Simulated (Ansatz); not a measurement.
Start from `[OH][Y]([OH])[OH]` and change one element to get `[OH][Sc]([OH])[OH]`.

Ansatz, PBE0-D4/def2-TZVP geometries, multiplicity 1. Each molecule was computed in one conformer, which needn't be the lowest.

Elements past krypton have def2 core potentials. Scalar relativity is left out up to krypton.

| property | `[OH][Y]([OH])[OH]` |
| --- | --- |
| HOMO–LUMO gap (PBE0/def2-TZVPP) / eV | 6.59 |
| LUMO energy (B3LYP/def2-TZVPP) / eV | -1.69 |
| LUMO energy (PBE0/def2-TZVPP) / eV | -1.33 |
| zero-point energy (PBE0-D4/def2-TZVP) / kJ/mol | 97.3 |
| HOMO energy (ωB97M-V/def2-TZVPP) / eV | -10.40 |
| LUMO energy (PBE/def2-TZVPP) / eV | -2.09 |

Q: What does the change do to each property? (Estimate.)

A: The calculation gave: 
```json
{"property": "HOMO–LUMO gap (PBE0/def2-TZVPP) / eV", "`[OH][Sc]([OH])[OH]`": "6.80", "shift": "0.21"}
{"property": "LUMO energy (B3LYP/def2-TZVPP) / eV", "`[OH][Sc]([OH])[OH]`": "-1.76", "shift": "-0.07"}
{"property": "LUMO energy (PBE0/def2-TZVPP) / eV", "`[OH][Sc]([OH])[OH]`": "-1.37", "shift": "-0.04"}
{"property": "zero-point energy (PBE0-D4/def2-TZVP) / kJ/mol", "`[OH][Sc]([OH])[OH]`": "98.0", "shift": "0.7"}
{"property": "HOMO energy (ωB97M-V/def2-TZVPP) / eV", "`[OH][Sc]([OH])[OH]`": "-10.62", "shift": "-0.22"}
{"property": "LUMO energy (PBE/def2-TZVPP) / eV", "`[OH][Sc]([OH])[OH]`": "-2.28", "shift": "-0.19"}
```

B3LYP here is the variant with VWN-RPA as its local correlation; programs differ in this.
